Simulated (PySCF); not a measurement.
Zr(2+) (zirconium, charge +2) across methods

[Kr] 4d1 5s1, high-spin 3D determinant (an excited configuration). All numbers are calculated (PySCF 2.14, scalar relativity by spin-free X2C-1e, in x2c-TZVPPall (8s6p6d2f1g, 79 functions)).

```csv
method,E (hartree),mean ε 4p β (eV),mean ε 4d α (eV),mean ε 5s α (eV),Σ⟨r²⟩ (bohr²),⟨S²⟩
r2SCAN,-3597.41,-50.819,-21.185,-18.088,36.31,2.001
CAM-B3LYP,-3597.63,-53.685,-23.446,-19.731,36.22,2.001
LDA,-3592.95,-50.181,-20.680,-18.248,36.17,2.000
PBE0,-3597.11,-52.244,-22.217,-18.616,36.23,2.001
PBE,-3597.03,-49.991,-20.813,-17.973,36.22,2.001
BLYP,-3597.54,-49.815,-20.555,-17.915,36.23,2.000
UHF,-3595.45585,-57.655,-25.622,-20.102,36.64,2.003
M06-L,-3597.28,-50.729,-20.775,-17.764,36.22,2.001
BHandHLYP,-3597.43,-54.282,-23.366,-19.178,36.29,2.001
```
